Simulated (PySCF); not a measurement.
Si(Cl)(SH) (ClHSSi), SMILES Cl[Si]S (connectivity only; charge and spin as stated), neutral, multiplicity 1. Coordinates come from a PBE0-D3(BJ)/def2-TZVP optimisation. The values are those of a single conformer.

TDA-B3LYP/def2-SVPD in PySCF puts the lowest singlet excitations at 3.79, 4.94, 5.54, 5.93, 6.14, 6.43 eV.

Problem. What are the lowest excitation roots from PySCF with ADC(2)/aug-cc-pVDZ? (Estimate from the structure and the level; the computed values follow.)

Solution. 3.77, 4.97, 6.09, 6.12, 6.36, 6.60 eV. S1 differs by -0.01 eV (second minus first; roots are paired by order, and the bases may differ).
